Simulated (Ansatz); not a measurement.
Reactions of C2H9NOSn, SMILES `C[O][SnH]([CH3])[NH2]`.

Program: Ansatz. Geometries: PBE0-D4/def2-TZVP. ΔE: electronic, gas phase. CCSD(T)/CBS adds triple-zeta CCSD(T) − MP2 to the extrapolated MP2 energy (def2 sets, frozen cores). This one scheme is used for every species. Triplets are unrestricted, without spin–orbit coupling. Elements past krypton have def2 core potentials. For Br, Sn, W outer-core shells are correlated without core-valence functions, which leaves a few kJ/mol of doubt a bond. Scalar relativity is left out up to krypton. One conformer a species, not always the lowest.

Question: Order these by ΔE at CCSD(T)/CBS, lowest first. (An estimate is asked.)
A. `C[O][SnH]([CH3])[NH2]` + `C[Si](N)(O)Br` → `CO[Si](C)(N)Br` + `C[O][SnH2][NH2]`
B. `C[O][SnH]([CH3])[NH2]` + `[O]=[W]([OH])([F])=[S]` → `C[O][W](=[O])([F])=[S]` + `[CH3][SnH]([NH2])[OH]`
C. `C[O][SnH]([CH3])[NH2]` + H₂ → `C[O][SnH2][NH2]` + CH₄
D. `C[O][SnH]([CH3])[NH2]` → `[CH2]` (triplet) + `C[O][SnH2][NH2]`

Answer: C (-28.9 kJ/mol), B (-19.3 kJ/mol), A (+93.7 kJ/mol), D (+474.2 kJ/mol).

Largest T1 diagnostic: 0.023, for `[O]=[W]([OH])([F])=[S]`.
